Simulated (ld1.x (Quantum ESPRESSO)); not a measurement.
# Pseudopotential generation for O: PAW, PBEsol, scalar-relativistic.

ld1.x (Quantum ESPRESSO) 7.5 input, shortened:

```
&input
   title='O', zed=8., rel=1, dft='PBESOL', iswitch=3,
   config='[He] 2s2 2p4'
 /
 &inputp
   pseudotype=3, lpaw=.true., tm=.true., lloc=-2, rcloc=1.15,
   nlcc=.true., new_core_ps=.true., rcore=0.65,
   which_augfun='PSQ', rmatch_augfun_nc=.true.
 /
4
2S  1  0   2.00   0.00  0.80  1.54  0.0
2S  1  0   0.00  -0.85  0.80  1.54  0.0
2P  2  1   4.00   0.00  1.25  1.40  0.0
2P  2  1   0.00   0.50  1.25  1.40  0.0
 &test
   configts(1)='2s2 2p4'
 /
```

Poles of the logarithmic derivatives, all-electron (AE) and pseudo (PS). s: poles at -0.7 (AE) and -0.7 (PS) Ry. p: poles at 0.4 (AE) and 0.4 (PS) Ry. Test radius 1.69 bohr.

* Cutoffs needed: 35 Ry and 55 Ry (the cutoffs (Ry, on a coarse ladder) from which the occupation-weighted sum of valence levels, in a spherical-Bessel basis at the reference potential, stays within 10 and 1 mRy of its value at 400 Ry)
* Ghost test: no extra level below or beside the all-electron valence levels (s, p, d, f tested) (spherical-Bessel basis up to 400 Ry, 20 bohr box)
* Largest excitation error: +232 meV (all-electron minus pseudo) for 2s2 2p0, out of 7 test configurations
* Lowest eigenvalue of the overlap operator: 0.74 (s channel)
* Density cutoff estimated by the generator: 299 Ry
